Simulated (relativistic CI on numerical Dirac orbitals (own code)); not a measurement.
Xe III: from the plainest model towards the measured levels

Calculated with a relativistic CI code on KLI orbitals (one set per configuration, finite nucleus), adding one ingredient at a time: step 1, Dirac-Coulomb, each configuration alone; step 2, with Breit and QED terms; step 3, with configuration mixing; step 4, with scaled Slater integrals (0.85); step 5, with a P86 correlation estimate; step 6, tied to the ionisation limit. P86 is a density functional for the correlation energy, evaluated here for each configuration and added to its levels. Step 6 is semi-empirical: configurations made of the next ion and one excited electron move by -5021 cm⁻¹, so that their limit matches the tabulated ionisation energy, and those with a non-penetrating f or g electron also take the P86 value of the least penetrating other one.

Configurations in the expansion (outside the closed core [Kr] 4d10): 5s²5p⁴, 5s5p⁵, 5s²5p³5d, 5s²5p³6s, 5s²5p³6p, 5p⁶, 5s²5p³5f, 5s5p⁴5d, 5s²5p³7s, 5s²5p³6d, 5s²5p³4f, 5s²5p³7p, 5s5p⁴5f, 5s²5p²5d², 5s²5p5d³, 5s²5p5d²6s, 5s²5p5d²6p, 5s²5p5d²5f, 5s5p²5d³.

Computed minus measured energy above the ground level, in cm⁻¹, for 15 of the 30 excited levels that pair in every step (one J of a term; a digit in brackets numbers repeated terms):

| Configuration | Term | J | Measured | Step 1 | Step 2 | Step 3 | Step 4 | Step 5 | Step 6 |
| --- | --- | --- | --- | --- | --- | --- | --- | --- | --- |
| 5s²5p⁴ | 3P | 0 | 8130 | 825 | 753 | 235 | -222 | -219 | -214 |
| 5s²5p⁴ | 1D | 2 | 17099 | 2601 | 2470 | 792 | -173 | -149 | -169 |
| 5s²5p⁴ | 1S | 0 | 36103 | 4917 | 4704 | 1473 | -1058 | -1048 | -1029 |
| 5s5p⁵ | 3P° | 2 | 98262 | 16639 | 16331 | 2710 | 5092 | 6368 | 4676 |
| 5s²5p³5d | 5D° | 3 | 111605 | -6276 | -6483 | 2237 | 3222 | 5911 | 938 |
| 5s²5p³5d | 3D° | 3 | 121230 | -3409 | -3653 | 5270 | 4676 | 7370 | 2394 |
| 5s²5p³6s | 5S° | 2 | 121476 | -5974 | -6042 | 2290 | 2183 | 6958 | 1994 |
| 5s²5p³5d | 3F° | 2 | 124691 | -2518 | -2753 | 5906 | 4924 | 7614 | 2655 |
| 5s²5p³6s | 3S° | 1 | 125617 | -3415 | -3467 | 4271 | 3147 | 7727 | 2802 |
| 5s²5p³5d | 3G° | 3 | 128349 | -849 | -1047 | 7405 | 5161 | 7849 | 2880 |
| 5s²5p³6s | 3D° | 3 | 138658 | -351 | -486 | 6636 | 4135 | 8599 | 3630 |
| 5s²5p³6p | 5P | 1 | 146781 | -7168 | -7266 | 695 | 553 | 6028 | 1070 |
| 5s²5p³6p | 3P | 1 | 150301 | -6079 | -6175 | 1652 | 853 | 6328 | 1369 |
| 5s²5p³6s | 3P° | 0 | 150505 | 192 | 62 | 7645 | 3353 | 7937 | 3005 |
| 5s²5p³6p | 3F | 3 | 162595 | -2951 | -3078 | 4575 | 1996 | 7464 | 2507 |

Mean absolute errors in cm⁻¹, over all paired levels and for the configurations:

```csv
"Configuration, levels",Step 1,Step 2,Step 3,Step 4,Step 5,Step 6
"all, 30",4137,4237,3682,2777,6148,1982
"5s²5p⁴, 4",2093,2025,742,418,408,407
"5s5p⁵, 1",16639,16331,2710,5092,6368,4676
"5s²5p³5d, 12",3408,3604,5238,4496,7181,2275
"5s²5p³6s, 4",2483,2514,5210,3204,7805,2858
"5s²5p³6p, 9",5364,5488,2343,1088,6562,1604
```

Measured levels: Saloman, J. Phys. Chem. Ref. Data 33, 765 (2004).

The mean absolute error is lowest at step 6 (1982 cm⁻¹), and the largest single drop is from step 5 to 6 (6148 to 1982). Terms of the ground configuration are off by 2093 at first, 742 with mixing and 418 after scaling, which stands in for the correlation that narrows term splittings. The Breit and QED terms change the top of the ground term (measured 9794) from 9767 to 9623. Mixing lowers the ground level by 10498; relative to it the configurations that move most are 5s5p⁵ by -13621, 5s²5p³5d by +8814, 5s²5p³6p by +7831. Configurations whose own partners of that kind are not in the list rise by much of that lowering, so a short list can trade one imbalance for another. The P86 estimate moves 5s²5p³6p by +5474, 5s²5p³6s by +4601, 5s²5p³5d by +2685, and takes the mean absolute error of the excited configurations from 3140 to 7031; it adds to levels that were already too high. Step 6 takes that error from 7031 to 2225; the error more than halves for 5s²5p³5d, 5s²5p³6s, 5s²5p³6p.
